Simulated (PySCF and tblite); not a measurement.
Results of a calculation; reference values are marked as such.
System: C₂H₃F₃GeO₂, numbered as in [O:1]=[C:2]([O:3][GeH3:4])[C:5]([F:6])([F:7])[F:8].

For the shift of Ge4 from O3 to O1: electronic barrier 14.70 kcal/mol, zero-point change -0.67 kcal/mol, thermal and entropy terms at 200 K a further -0.14 kcal/mol (symmetry numbers apart). The minimum is Cs, the saddle Cs. Level: PBE0/pcSseg-1 + D3(BJ) on PBE0-D3(BJ)/def2-SVP stationary points, with GFN2-xTB thermal terms. Rate constants are transition-state-theory values, counting equivalent paths, without tunnelling. Programs: tblite and PySCF.

**Question.** How many equivalent paths lead out of the minimum?

**Answer.** 2: the symmetry number of the minimum is 1, that of the saddle displaced along its mode 1, and the displaced saddle is chiral while the minimum is not, which doubles the count.

**Question.** Work out the rate at 200 K.

**Answer.** ΔG‡ = 13.89 kcal/mol; k_B T/h = 4.2×10¹² s⁻¹; exp(−ΔG‡/RT) = 6.6×10⁻¹⁶; times 2 gives k = 0.0055 s⁻¹. Wigner's tunnelling factor for the 268i cm⁻¹ mode would be 1.16.

Spin–orbit effects of heavy atoms on shieldings are missing.
